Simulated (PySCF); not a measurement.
# Partial charges of `C#C[SiH2]S[SiH2]C[SiH2]C`

Compound: C₄H₁₂SSi₃.
Geometry (GFN2-xTB, Å), atoms numbered from 1 in this order:
```
atom  x, y, z in Å
C1     4.3249    0.4326    1.9622
C2     4.1440    0.2610    0.7855
Si3    3.7939    0.0516   -1.0164
S4     1.8602    0.8879   -1.4604
Si5    0.5175   -0.3560   -0.3304
C6    -1.2039    0.3783   -0.5493
Si7   -2.5564   -0.5721    0.3847
C8    -4.2307    0.2823    0.1235
H9     4.4967    0.5769    2.9906
H10    4.7014    0.8473   -1.8282
H11    3.7777   -1.3745   -1.3313
H12    0.6232   -1.7083   -0.8751
H13    0.9687   -0.3429    1.0576
H14   -1.4475    0.4073   -1.6116
H15   -1.1905    1.4169   -0.2177
H16   -2.2313   -0.6054    1.8166
H17   -2.6137   -1.9519   -0.1146
H18   -4.2293    1.2887    0.5328
H19   -4.4790    0.3577   -0.9316
H20   -5.0312   -0.2667    0.6100
```

Density: PBE0/pcSseg-1 (PySCF); schemes: Mulliken, IAO, Hirshfeld and ESP-fitted. Isolated species at its GFN2-xTB geometry (one conformer only).

Question: What partial charge does each atom carry?

Answer: In e:

```json
{"atom": "C1", "environment": "terminal alkyne carbon", "Mulliken": "-0.181", "IAO": "-0.175", "Hirshfeld": "-0.074", "ESP-fitted": "-0.329"}
{"atom": "C2", "environment": "alkyne carbon", "Mulliken": "-0.180", "IAO": "-0.339", "Hirshfeld": "-0.158", "ESP-fitted": "-0.142"}
{"atom": "Si3", "environment": "SiH2 silicon", "Mulliken": "+0.639", "IAO": "+0.718", "Hirshfeld": "+0.339", "ESP-fitted": "+0.424"}
{"atom": "S4", "environment": "sulfur bonded to 2 Si", "Mulliken": "-0.543", "IAO": "-0.438", "Hirshfeld": "-0.187", "ESP-fitted": "-0.386"}
{"atom": "Si5", "environment": "SiH2 silicon", "Mulliken": "+0.613", "IAO": "+0.705", "Hirshfeld": "+0.313", "ESP-fitted": "+0.342"}
{"atom": "C6", "environment": "sp3 carbon bound to silicon", "Mulliken": "-0.859", "IAO": "-0.826", "Hirshfeld": "-0.246", "ESP-fitted": "-0.495"}
{"atom": "Si7", "environment": "SiH2 silicon", "Mulliken": "+0.634", "IAO": "+0.773", "Hirshfeld": "+0.349", "ESP-fitted": "+0.661"}
{"atom": "C8", "environment": "Si-methyl carbon", "Mulliken": "-0.622", "IAO": "-0.713", "Hirshfeld": "-0.211", "ESP-fitted": "-0.689"}
{"atom": "H9", "environment": "alkyne hydrogen", "Mulliken": "+0.067", "IAO": "+0.205", "Hirshfeld": "+0.101", "ESP-fitted": "+0.301"}
{"atom": "H10", "environment": "Si–H hydrogen", "Mulliken": "-0.052", "IAO": "-0.095", "Hirshfeld": "-0.060", "ESP-fitted": "-0.025"}
{"atom": "H11", "environment": "Si–H hydrogen", "Mulliken": "-0.049", "IAO": "-0.115", "Hirshfeld": "-0.067", "ESP-fitted": "-0.060"}
{"atom": "H12", "environment": "Si–H hydrogen", "Mulliken": "-0.053", "IAO": "-0.127", "Hirshfeld": "-0.079", "ESP-fitted": "-0.072"}
{"atom": "H13", "environment": "Si–H hydrogen", "Mulliken": "-0.041", "IAO": "-0.120", "Hirshfeld": "-0.079", "ESP-fitted": "-0.052"}
{"atom": "H14", "environment": "methylene hydrogen", "Mulliken": "+0.178", "IAO": "+0.169", "Hirshfeld": "+0.046", "ESP-fitted": "+0.164"}
{"atom": "H15", "environment": "methylene hydrogen", "Mulliken": "+0.178", "IAO": "+0.170", "Hirshfeld": "+0.046", "ESP-fitted": "+0.166"}
{"atom": "H16", "environment": "Si–H hydrogen", "Mulliken": "-0.075", "IAO": "-0.131", "Hirshfeld": "-0.083", "ESP-fitted": "-0.155"}
{"atom": "H17", "environment": "Si–H hydrogen", "Mulliken": "-0.074", "IAO": "-0.130", "Hirshfeld": "-0.083", "ESP-fitted": "-0.154"}
{"atom": "H18", "environment": "methyl hydrogen", "Mulliken": "+0.139", "IAO": "+0.156", "Hirshfeld": "+0.043", "ESP-fitted": "+0.162"}
{"atom": "H19", "environment": "methyl hydrogen", "Mulliken": "+0.139", "IAO": "+0.156", "Hirshfeld": "+0.043", "ESP-fitted": "+0.162"}
{"atom": "H20", "environment": "methyl hydrogen", "Mulliken": "+0.141", "IAO": "+0.158", "Hirshfeld": "+0.044", "ESP-fitted": "+0.175"}
```

Mean size of the charges over all atoms: IAO 0.321 e, Mulliken 0.273 e, ESP-fitted 0.256 e, Hirshfeld 0.133 e. Each set sums to the total charge, 0, to within 0.001 e. The IAO scheme projects the occupied orbitals on a minimal set of polarised atomic orbitals and counts the electrons in each atom's part of it.

Lowest charge. The schemes don't all agree: Mulliken C6 (-0.859); IAO C6 (-0.826); Hirshfeld C6 (-0.246); ESP-fitted C8 (-0.689).

Highest charge. The schemes don't all agree: Mulliken Si3 (+0.639); IAO Si7 (+0.773); Hirshfeld Si7 (+0.349); ESP-fitted Si7 (+0.661).

Question: Sum the charges by element, for elements with more than one atom.

Answer: 
| element | atoms | Mulliken | IAO | Hirshfeld | ESP-fitted |
| --- | --- | --- | --- | --- | --- |
| C | 4 | -1.841 | -2.054 | -0.688 | -1.655 |
| Si | 3 | +1.887 | +2.195 | +1.001 | +1.427 |
| H | 12 | +0.498 | +0.297 | -0.126 | +0.614 |

Question: How many electrons does the Hirshfeld scheme count on Si3?

Answer: Z − q = 14 − (+0.339) = 13.661.
